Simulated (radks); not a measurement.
All-electron atom: Pb in [Hg] 6p1 7f1 (not the ground configuration). Calculated with a radial shooting solver on a logarithmic mesh with Libxc functionals: scalar-relativistic Kohn-Sham, PBE, spin-polarised, spherical densities, point nucleus; open shells are filled with parallel spins first (spin-orbit coupling, left out, can overturn this in heavy ions).

Normalised radial functions P(r) = r R(r), r in bohr:

r           7f up
0.001328   0.0000
0.001965   0.0000
0.002885   0.0000
0.00427    0.0000
0.006268   0.0000
0.009277   0.0000
0.01362    0.0000
0.02016    0.0000
0.02959    0.0000
0.0438     0.0001
0.0643     0.0002
0.09516    0.0006
0.1397     0.0013
0.2068     0.0023
0.3035     0.0028
0.4492     0.0020
0.6595    -0.0006
0.9761    -0.0042
1.433     -0.0086
2.121     -0.0166
3.114     -0.0331
4.608     -0.0649
6.765     -0.1069
10.01     -0.1144
14.7      -0.0254
21.75      0.1348
31.94      0.0317
47.27     -0.2222
69.39     -0.0350
102.7     -0.0002

7f up: eigenvalue -0.322 eV, 3 radial nodes at r = 0.614, 15.7, 33.7 bohr, <r> = 41.4 bohr, 90 % of the charge inside 56.5 bohr.

Empty levels of this run are not shown, since the potential may be unsettled where no density lies.
